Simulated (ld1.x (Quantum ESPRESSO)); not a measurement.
## mercury: one change to a TM potential, before and after

```
Element                 : mercury (Hg)
Generator               : ld1.x (Quantum ESPRESSO) 7.5
Type                    : norm-conserving Troullier–Martins (Kleinman–Bylander form)
Functional              : PBE
Relativity              : scalar-relativistic
Frozen core             : [Kr] 4d10 4f14 5s2
Valence charge          : 18
Reference configuration : 5p6 5d10 6s2 6p0
Partial waves           : 6s (bound): rc 1.75 bohr; 5d (bound): rc 1.70 bohr; 5p (bound): rc 1.40 bohr
Local potential         : the p channel
Core correction         : Bessel-smoothed model core, default radius (core density twice the valence density)
```

All-electron outer shells of the reference configuration (PBE, scalar-relativistic, ld1.x):

```
shell  level (eV)  outermost node (bohr)  outermost maximum (bohr)
   5s     -118.18                   0.47                      0.82
   4f      -95.89                      –                      0.37
   5p      -66.52                   0.51                      0.93
   5d       -9.86                   0.55                      1.17
   6s       -6.82                   1.08                      2.21
   6p       -1.05                   1.28                      3.34
```

Change: local potential all-electron potential smoothed inside 1.05 bohr (lloc = -1).

Cutoffs: the cutoffs (Ry, on a coarse ladder) from which the occupation-weighted sum of valence levels, in a spherical-Bessel basis at the reference potential, stays within 10 and 1 mRy of its value at 400 Ry; they do not see the model core or the augmentation charge, which bear on the density cutoff. Errors are all-electron minus pseudo energies relative to the spin-unpolarised reference configuration.

Predict the effect on cutoff, ghosts and configuration errors.

The potential gets neither clearly harder nor softer (70 Ry and 120 Ry → 70 Ry and 120 Ry); both files keep a bound ghost (s); of the 7 tests that both files solve, the error grows in 4 and shrinks in 1 by more than 15 % and 0.3 meV (median size 18.9 → 15.0 meV); the range in which the s phases agree narrows (upper end at the end of the scan → 0.2).

| quantity | base | changed |
| --- | --- | --- |
| cutoff, loose | 70 Ry | 70 Ry |
| cutoff, tight | 120 Ry | 120 Ry |
| bound ghosts | s | s |
| error for 5p6 5d10 6s1 6p0, meV [ΔE 10.69 eV] | -9.7 | -13 |
| error for 5p6 5d10 6s0 6p0, meV [ΔE 29.66 eV] | -36 | -36 |
| error for 5p6 5d9 6s0 6p0, meV [ΔE 65.19 eV] | -19 | -15 |
| error for 5p6 5d9 6s2 6p0, meV [ΔE 15.52 eV] | -35 | -82 |
| error for 5p6 5d8 6s0 6p0, meV [ΔE 114.95 eV] | -9.8 | +9.7 |
| error for 5p5 5d10 6s2 6p0, meV [ΔE 73.27 eV] | -242 | -290 |
| error for 5p6 5d10 6s1.5 6p0, meV [ΔE 4.36 eV] | -2.9 | -3.9 |
| s: phases at 1.89 bohr within 0.05 rad from the reference energy up to (Ry; the scan ends near 5) | to the end of the scan | 0.2 |
| p: phases at 1.89 bohr within 0.05 rad from the reference energy up to (Ry; the scan ends near 5) | 0.7 | 0.4 |
| d: phases at 1.89 bohr within 0.05 rad from the reference energy up to (Ry; the scan ends near 5) | to the end of the scan | 4.7 |

 A true bound ghost makes a file unfit for plane-wave use even where its test errors are small: the radial tests pick states by their node count and pass the ghost by.
